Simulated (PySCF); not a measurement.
Diatomics of Sc with the halogens

MP2 with triple-zeta basis sets in PySCF, for the lowest determinant that a PBE0 search found; no spin–orbit coupling. De refers to high-spin ground-configuration atoms.

```tsv
M	basis	reference, frozen orbitals	state (unpaired electrons)	Re (Å)	ωe (cm⁻¹)	De (eV)
F	def2-TZVPP	UHF, 6	triplet (σ ↑, δ ↑)	1.865	648	n/a
Cl	def2-TZVPP	UHF, 10	triplet (σ ↑, δ ↑)	2.334	398	n/a
Br	def2-TZVPP	UHF, 14	triplet (σ ↑, δ ↑)	2.492	302	n/a
I	x2c-TZVPPall	UHF, 23	triplet (σ ↑, δ ↑)	2.713	253	n/a
```

The shortest bond is that of ScF (1.865 Å), the longest that of ScI (2.713 Å).

The rows differ in basis set, which adds steps of its own.

Down a group the atoms grow and get heavier, so bonds lengthen and wavenumbers fall; this series shows no clear exception.

Correlated steps freeze the inner cores (6 to 23 orbitals); shallow outer-core shells are correlated. These are scalar-relativistic numbers at best; spin–orbit coupling would shift them, the dissociation energy most. With d or f electrons several states lie close, and the lowest PBE0 determinant need not be the measured ground state.
